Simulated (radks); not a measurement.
Results of a calculation; reference values are marked as such.
Question: These are the eigenvalues of the occupied orbitals of an atom or ion with whole-number occupations (eV). Code: a radial shooting solver on a logarithmic mesh with Libxc functionals. Model: scalar-relativistic Kohn-Sham, PBEsol, spin-polarised, spherical densities, point nucleus.

1s up: -12509.33
1s down: -12509.25
2s up: -1621.965
2s down: -1620.917
2p up: -1428.708
2p down: -1427.885
3s up: -225.8995
3s down: -224.2912
3p up: -165.3283
3p down: -163.7251
3d up: -65.4076
3d down: -63.7402
4s up: -19.9659
4s down: -18.9941
4p up: -8.1693
4p down: -7.3337

Which element is it, and in what charge state? The configuration may be excited. Open shells, if any, are filled with parallel spins first.

Answer: Z = 34, selenium, charge 0: Se in [Ar] 3d9 4s2 4p5. The list shows which subshells hold electrons but not how many an open one holds; the 1s level, -459.71 hartree, gives Z - s = 30.3 by -(Z - s)^2/2, which with screening and relativity narrows Z to a few neighbours, and the depths of the outer levels then fix element, charge and occupations together.
